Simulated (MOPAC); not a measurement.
Job for MOPAC: PM7 on isotetrasilane (SMILES [SiH3][SiH]([SiH3])[SiH3]).

```
PM7 1SCF PRECISE CHARGE=0 THREADS=1
H10Si4

Si    -1.20715729 1     1.83632050 1     0.28078863 1
Si     0.04778692 1     0.09537669 1    -0.66066572 1
Si     2.19776552 1     0.07497137 1     0.27139549 1
Si    -1.01217758 1    -1.95445574 1    -0.25301122 1
H     -0.55635573 1     3.14705495 1     0.03872544 1
H     -1.31335512 1     1.62491182 1     1.74514606 1
H     -2.57507320 1     1.87036969 1    -0.29198586 1
H      0.15450251 1     0.30795153 1    -2.12978142 1
H      2.09256805 1    -0.13878773 1     1.73547746 1
H      2.88986420 1     1.36465138 1     0.03074439 1
H      3.01413782 1    -1.01941845 1    -0.30842572 1
H     -1.11917409 1    -2.16597104 1     1.21125031 1
H     -2.37736720 1    -1.96732504 1    -0.83301982 1
H     -0.23596480 1    -3.07564994 1    -0.83663802 1
```

The log:

```
*******************************************************************************
 **                                                                           **
 **                              MOPAC v23.2.5                                **
 **                                                                           **
 *******************************************************************************
 ** MOPAC's Digital Object Identifier: https://doi.org/10.5281/zenodo.6511958 **
 **                                                                           **
 ** Please cite the open-source release paper for use of this MOPAC version:  **
 ** J. E. Moussa and J. J. P. Stewart (2026)                                  **
 ** MOPAC: An open-source semiempirical molecular orbital program             **
 ** J. Open Source Softw., 11(119), 8025, https://doi.org/10.21105/joss.08025 **
 *******************************************************************************

                              PM7 CALCULATION RESULTS

 *******************************************************************************
 *  PM7        - The PM7 Hamiltonian to be used
 *
 *
 *
 *                 CHARGE ON SYSTEM = 0
 *
 *
 *
 *  PRECISE    - TIGHTER CRITERIA TO BE USED
 *  1SCF       - DO 1 SCF AND THEN STOP
 *  THREADS=1  - MULTI-THREADING NOT USED
 *  T=         - A TIME OF 172800.0 SECONDS REQUESTED
 *  DUMP=N     - RESTART FILE WRITTEN EVERY 7200.0 SECONDS REQUESTED
 *******************************************************************************
PM7 1SCF PRECISE CHARGE=0 THREADS=1
 H10Si4

   ATOM   CHEMICAL          X               Y               Z
  NUMBER   SYMBOL      (ANGSTROMS)     (ANGSTROMS)     (ANGSTROMS)

     1      Si         -1.20715729  *   1.83632050  *   0.28078863  *
     2      Si          0.04778692  *   0.09537669  *  -0.66066572  *
     3      Si          2.19776552  *   0.07497137  *   0.27139549  *
     4      Si         -1.01217758  *  -1.95445574  *  -0.25301122  *
     5       H         -0.55635573  *   3.14705495  *   0.03872544  *
     6       H         -1.31335512  *   1.62491182  *   1.74514606  *
     7       H         -2.57507320  *   1.87036969  *  -0.29198586  *
     8       H          0.15450251  *   0.30795153  *  -2.12978142  *
     9       H          2.09256805  *  -0.13878773  *   1.73547746  *
    10       H          2.88986420  *   1.36465138  *   0.03074439  *
    11       H          3.01413782  *  -1.01941845  *  -0.30842572  *
    12       H         -1.11917409  *  -2.16597104  *   1.21125031  *
    13       H         -2.37736720  *  -1.96732504  *  -0.83301982  *
    14       H         -0.23596480  *  -3.07564994  *  -0.83663802  *



          CARTESIAN COORDINATES

    NO.       ATOM           X           Y           Z

     1        Si         -1.2072      1.8363      0.2808
     2        Si          0.0478      0.0954     -0.6607
     3        Si          2.1978      0.0750      0.2714
     4        Si         -1.0122     -1.9545     -0.2530
     5         H         -0.5564      3.1471      0.0387
     6         H         -1.3134      1.6249      1.7451
     7         H         -2.5751      1.8704     -0.2920
     8         H          0.1545      0.3080     -2.1298
     9         H          2.0926     -0.1388      1.7355
    10         H          2.8899      1.3647      0.0307
    11         H          3.0141     -1.0194     -0.3084
    12         H         -1.1192     -2.1660      1.2113
    13         H         -2.3774     -1.9673     -0.8330
    14         H         -0.2360     -3.0756     -0.8366

 General Reference for PM7:
 "Optimization of Parameters for Semiempirical Methods VI: More Modifications to the
 NDDO Approximations and Re-optimization of Parameters", J. J. P. Stewart, J. Mol. Mod., 1:32, 19 (2013)
 https://link.springer.com/article/10.1007/s00894-012-1667-x

           Empirical Formula: H10 Si4  =    14 atoms



      MOLECULAR POINT GROUP   :   C3v


      RHF CALCULATION, NO. OF DOUBLY OCCUPIED LEVELS = 13


 -------------------------------------------------------------------------------
 PM7 1SCF PRECISE CHARGE=0 THREADS=1
 H10Si4



     1SCF WAS SPECIFIED, SO BFGS WAS NOT USED
     SCF FIELD WAS ACHIEVED


                              PM7 CALCULATION
                                                       MOPAC v23.2.5 Linux




          FINAL HEAT OF FORMATION =         37.68319 KCAL/MOL =     157.66648 KJ/MOL


          COSMO AREA              =        186.26 SQUARE ANGSTROMS
          COSMO VOLUME            =        199.00 CUBIC ANGSTROMS

          IONIZATION POTENTIAL    =         10.421462 EV
          HOMO LUMO ENERGIES (EV) =        -10.421 -0.111
          NO. OF FILLED LEVELS    =         13
          MOLECULAR WEIGHT        =        122.4210         POINT GROUP:  C3v

          MOLECULAR DIMENSIONS (Angstroms)

            Atom       Atom       Distance
            H    13    H    10     6.29221
            H    11    H     7     5.44900
            H     8    H    12     3.74325


          SCF CALCULATIONS        =          1





   ATOM   CHEMICAL          X               Y               Z
  NUMBER   SYMBOL      (ANGSTROMS)     (ANGSTROMS)     (ANGSTROMS)

     1      Si         -1.20715729  *   1.83632050  *   0.28078863  *
     2      Si          0.04778692  *   0.09537669  *  -0.66066572  *
     3      Si          2.19776552  *   0.07497137  *   0.27139549  *
     4      Si         -1.01217758  *  -1.95445574  *  -0.25301122  *
     5       H         -0.55635573  *   3.14705495  *   0.03872544  *
     6       H         -1.31335512  *   1.62491182  *   1.74514606  *
     7       H         -2.57507320  *   1.87036969  *  -0.29198586  *
     8       H          0.15450251  *   0.30795153  *  -2.12978142  *
     9       H          2.09256805  *  -0.13878773  *   1.73547746  *
    10       H          2.88986420  *   1.36465138  *   0.03074439  *
    11       H          3.01413782  *  -1.01941845  *  -0.30842572  *
    12       H         -1.11917409  *  -2.16597104  *   1.21125031  *
    13       H         -2.37736720  *  -1.96732504  *  -0.83301982  *
    14       H         -0.23596480  *  -3.07564994  *  -0.83663802  *

                             CARTESIAN COORDINATES

   1   Si       -1.207157290     1.836320500     0.280788630
   2   Si        0.047786920     0.095376690    -0.660665720
   3   Si        2.197765520     0.074971370     0.271395490
   4   Si       -1.012177580    -1.954455740    -0.253011220
   5    H       -0.556355730     3.147054950     0.038725440
   6    H       -1.313355120     1.624911820     1.745146060
   7    H       -2.575073200     1.870369690    -0.291985860
   8    H        0.154502510     0.307951530    -2.129781420
   9    H        2.092568050    -0.138787730     1.735477460
  10    H        2.889864200     1.364651380     0.030744390
  11    H        3.014137820    -1.019418450    -0.308425720
  12    H       -1.119174090    -2.165971040     1.211250310
  13    H       -2.377367200    -1.967325040    -0.833019820
  14    H       -0.235964800    -3.075649940    -0.836638020


           Empirical Formula: H10 Si4  =    14 atoms



      MOLECULAR POINT GROUP   :   C3v


                  EIGENVALUES
 -21.66091 -17.73809 -17.73751 -14.56327 -12.85341 -12.70496 -12.70462 -12.51507
 -12.51455 -12.46189 -11.45651 -10.42200 -10.42146  -0.11074  -0.11016   1.09800
   2.24415   2.24436   2.41667   2.45683   2.45702   2.52140   4.76786   7.40993
   7.41019   8.71777  17.50209  17.50266  17.95891  18.72075  18.72160  20.53326
  20.82094  20.82114  20.84963  20.89632  20.94066  20.94105  21.43894  21.43945
  22.17515  22.55006  22.55043  22.58702  23.29697  23.29716


              NET ATOMIC CHARGES AND DIPOLE CONTRIBUTIONS

  ATOM NO.   TYPE          CHARGE      No. of ELECS.   s-Pop       p-Pop       d-Pop
    1         Si          -0.043287        4.0433     0.92228     3.02390     0.09711
    2         Si          -0.148783        4.1488     0.89162     3.16135     0.09581
    3         Si          -0.043295        4.0433     0.92227     3.02391     0.09711
    4         Si          -0.043315        4.0433     0.92227     3.02394     0.09711
    5          H           0.026148        0.9739     0.97385
    6          H           0.024959        0.9750     0.97504
    7          H           0.026158        0.9738     0.97384
    8          H           0.046879        0.9531     0.95312
    9          H           0.024964        0.9750     0.97504
   10          H           0.026150        0.9739     0.97385
   11          H           0.026158        0.9738     0.97384
   12          H           0.024958        0.9750     0.97504
   13          H           0.026156        0.9738     0.97384
   14          H           0.026152        0.9738     0.97385
 DIPOLE           X         Y         Z       TOTAL
 POINT-CHG.    -0.016    -0.031     0.216     0.219
 HYBRID         0.014     0.028    -0.196     0.199
 SUM           -0.001    -0.003     0.020     0.020


          ATOMIC ORBITAL ELECTRON POPULATIONS

     Atom    s        px        py        pz      x^2-y^2     xz        z^2       yz        xy
    1 Si   0.92228   1.01031   1.00019   1.01340   0.02457   0.01290   0.03180   0.00851   0.01933
    2 Si   0.89162   1.05851   1.05835   1.04449   0.01925   0.01289   0.03159   0.01140   0.02069
    3 Si   0.92227   0.98985   1.02056   1.01350   0.01509   0.01229   0.03173   0.00923   0.02879
    4 Si   0.92227   1.01328   0.99321   1.01745   0.02197   0.01368   0.02901   0.01196   0.02050
    5  H   0.97385
    6  H   0.97504
    7  H   0.97384
    8  H   0.95312
    9  H   0.97504
   10  H   0.97385
   11  H   0.97384
   12  H   0.97504
   13  H   0.97384
   14  H   0.97385

 **********************
 *                    *
 * JOB ENDED NORMALLY *
 *                    *
 **********************




 == MOPAC DONE ==
```

The run finished.

Cost: roughly 0.04 core-seconds.
